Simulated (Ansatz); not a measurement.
Ideal-gas functions of Br3HOTi (`[OH][Ti]([Br])([Br])[Br]`) at 500 K and 1 bar, from an Ansatz frequency run at PBE0-D4/def2-TZVP.

Molar mass 304.59 g/mol, point group Cs (symmetry number 1), electronic degeneracy 1, moments of inertia 693.193, 708.32, 1162.851 u Å². Harmonic wavenumbers (cm⁻¹, unscaled): 74, 76, 76, 104, 149, 184, 224, 279, 394, 408, 837, 3936.

Use S(trans) = R[1.5 ln M + 2.5 ln T − 1.1517]; rotational temperatures θ = 24.2544 K / I; S(rot) = R[ln(√π/σ · √(T³/θAθBθC)) + 1.5]; for each mode x = 1.438777 ν̃/T, S = R[x/(eˣ − 1) − ln(1 − e⁻ˣ)] and H = RT x/(eˣ − 1); 1 cm⁻¹ = 0.0119627 kJ/mol; R = 8.31446 J/(mol·K).

Task: By hand: the entropy, in J/(mol·K).

Result: Translation 190.9. Rotation: θ = 0.035, 0.0342, 0.0209 K, giving 138.8. Vibration, mode by mode: 21.19, 20.97, 20.97, 18.38, 15.42, 13.70, 12.11, 10.36, 7.70, 7.44, 2.76, 0.00, in all 151.0. Electronic 0.0. Sum 480.7 J/(mol·K).

Task: By hand: H − E and G − E in kJ/mol, counted from the electronic energy.

Result: Zero-point energy ½ × 6741 × 0.0119627 = 40.3; thermal vibration 32.3; translation, rotation and pV give 4 RT = 16.6. H − E = 89.2 kJ/mol, and G − E = 89.2 − 500 × 480.7/1000 = -151.2 kJ/mol.

Vibration gives 31 % of the entropy, 96.9 J/(mol·K) of it from the modes under 150 cm⁻¹: soft modes count most, and the harmonic formula is weakest for them. The sum counts one conformer and one mirror image; others add a mixing term.
